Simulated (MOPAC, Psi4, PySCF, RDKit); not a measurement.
Relaxed torsion scan: C9H10O3, SMILES c1cc(C(OC)=O)ccc1OC, singlet. Scanned: dihedral C1–O2–C3–O4; all other coordinates were relaxed at GFN2-xTB. Points at φ and −φ are mirror images.

Atom numbering (GFN2-xTB optimised geometry, Å):
```
22

C     -4.4238     0.3721    -0.0517
O     -3.0591     0.2934     0.3255
C     -2.1797     0.1865    -0.6872
O     -2.5188     0.1589    -1.8466
C     -0.7813     0.1079    -0.2210
C      0.2298    -0.0083    -1.1703
C      1.5551    -0.0876    -0.7917
C      1.8915    -0.0513     0.5602
O      3.1531    -0.1224     1.0493
C      4.2275    -0.2447     0.1466
C      0.8758     0.0667     1.5159
C     -0.4422     0.1452     1.1325
H     -4.5945     1.2483    -0.6811
H     -4.7162    -0.5202    -0.6095
H     -4.9914     0.4487     0.8723
H     -0.0441    -0.0357    -2.2141
H      2.3153    -0.1771    -1.5514
H      5.1247    -0.2862     0.7621
H      4.1520    -1.1622    -0.4451
H      4.2884     0.6182    -0.5238
H      1.1585     0.0936     2.5564
H     -1.2207     0.2357     1.8730
```

- PM7, restricted, heats of formation // GFN2-xTB (MOPAC)
- MMFF94 // GFN2-xTB (RDKit)
- PM3, restricted, heats of formation // GFN2-xTB (MOPAC)
- RKS-LDA (SVWN5)/6-31G* = restricted LDA (SVWN5)/6-31G*, spherical d, density fitting // GFN2-xTB (PySCF)
- B3LYP/def2-SVP // GFN2-xTB (Psi4)
- PBE-D3(BJ)/def2-SVP // GFN2-xTB (Psi4)

Energies in kJ/mol, each method relative to its own lowest point.

```csv
φ / °,PM7,MMFF94,PM3,RKS-LDA (SVWN5)/6-31G*,B3LYP/def2-SVP,PBE-D3(BJ)/def2-SVP
-165,36.9,64.7,15.2,53.0,56.3,49.5
-150,39.0,63.6,18.8,51.7,54.8,48.7
-135,40.5,65.6,21.5,53.0,55.0,50.0
-120,40.2,65.7,22.1,55.1,54.8,51.3
-105,39.6,64.0,23.2,56.4,54.2,52.1
-90,37.2,60.5,22.9,55.7,51.6,50.8
-75,32.2,53.2,20.6,50.5,45.4,45.3
-60,24.8,41.3,17.2,39.5,35.5,35.3
-45,16.3,27.6,13.1,25.4,23.5,23.1
-30,8.7,15.1,9.2,12.6,12.5,11.9
-15,2.3,4.3,2.9,3.8,3.7,3.5
0,0.0,0.0,0.0,0.0,0.0,0.0
15,2.3,4.3,2.9,3.8,3.7,3.5
30,8.7,15.1,9.2,12.6,12.5,11.9
45,16.3,27.6,13.1,25.4,23.5,23.1
60,24.8,41.3,17.2,39.5,35.5,35.3
75,32.2,53.2,20.6,50.5,45.4,45.3
90,37.2,60.5,22.9,55.7,51.6,50.8
105,39.6,64.0,23.2,56.4,54.2,52.1
120,40.2,65.7,22.1,55.1,54.8,51.3
135,40.5,65.6,21.5,53.0,55.0,50.0
150,39.0,63.6,18.8,51.7,54.8,48.7
165,36.9,64.7,15.2,53.0,56.3,49.5
180,35.8,67.2,13.0,—,60.4,53.3
```

Root-mean-square difference from the PBE-D3(BJ)/def2-SVP profile, itself a level with limits, after the best constant shift (kJ/mol): PM7 4.5, MMFF94 5.3, PM3 12.2, RKS-LDA (SVWN5)/6-31G* 1.6, B3LYP/def2-SVP 2.6.

A dash means that the run gave no value there, or that the column was ended at a point which the program doubted or which failed a test of continuity chosen for this set; such a test can also cut sound points.
